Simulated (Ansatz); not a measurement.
Ansatz (a quantum-chemistry and plane-wave program) input (RI-MP2/cc-pVQZ):
A basis named .json is the Basis Set Exchange file of that set.

Ansatz 0.2 input:
```yaml
crystal:
  periodic: [false, false, false]
  atoms:
    - {symbol: B, position_ang: [-0.75292693, -0.03938241, -0.04068470]}
    - {symbol: N, position_ang: [0.69916731, -0.00104991, -0.01098677]}
    - {symbol: H, position_ang: [-1.23341142, -0.71105686, -0.90474779]}
    - {symbol: H, position_ang: [-1.20904296, 1.12392383, 0.06209953]}
    - {symbol: H, position_ang: [-1.19454407, -0.24121976, 1.11522353]}
    - {symbol: H, position_ang: [1.22013636, 0.53055227, 0.67094606]}
    - {symbol: H, position_ang: [1.28732554, -0.49793807, -0.66319044]}
basis:
  gaussian:
    orbitals: cc-pVQZ
    fitting: {mean_field: def2-universal-jkfit, correlation: cc-pVQZ-RIFIT.json}
magnetization: {spin_polarized: true, initial_magnetization: 1}
correlation: {method: mp2, electrons: outside_noble_gas}
```

Output:

```
Functional definition: HF
integrals: 0.21 GiB planned
242 factors; integrals over basis functions are off by at most 5.1e0 eV
mean field: 0.56 GiB planned
mean field evaluation 1: about -2229.4408 eV, gradient 2.1e1 eV
mean field evaluation 2: about -2231.1084 eV, gradient 1.1e1 eV
mean field evaluation 4: about -2231.6704 eV, gradient 1.2e0 eV
mean field evaluation 8: about -2231.7416 eV, gradient 1.7e-1 eV
mean field -2231.74393202 eV, -82.0150767712 hartree, gradient 1.8e-6 eV, S^2 0.790441; 0 other end points of the search recorded, 0 dependent functions left out
2 core orbitals not correlated
539 factors; their error is unknown
reference -2231.74393202 eV, -82.0150767712 hartree; 7, 6 occupied and 251, 252 virtual orbitals, 539 factors
second order -9.86043844 eV of doubles, -0.00000000 eV of singles
Total energy: -2241.60437046 eV, -82.3774412004 hartree
```

It need not be the lowest isomer of its formula.
